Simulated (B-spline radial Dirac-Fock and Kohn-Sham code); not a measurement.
## The M5 (3d5/2) hole of mercury ions: width and yield against charge

Calculated with a radial atomic solver, using independent-particle rates on relativistic LDA orbitals of the hole state (multipoles up to L = 3, Coulomb Auger matrix elements, transition energies from Dirac-Fock). Tabulated ground configurations, configuration averages; single configurations, so decays that open only by mixing (as 1s 2s² with 1s 2p² in Be-like ions) are missing and such tiny yields are far too low.

```
 ion       configuration  radiative (eV)  non-radiative (eV)   yield
  Hg  [Xe] 4f14 5d10 6s2          0.0644                2.40  0.0261
 Hg⁺  [Xe] 4f14 5d10 6s1          0.0644                2.40  0.0261
Hg²⁺      [Xe] 4f14 5d10          0.0644                2.41  0.0260
Hg⁵⁺       [Xe] 4f14 5d7          0.0646                2.40  0.0263
Hg⁶⁺       [Xe] 4f14 5d6          0.0648                2.39  0.0264
Hg⁷⁺       [Xe] 4f14 5d5          0.0649                2.38  0.0265
```
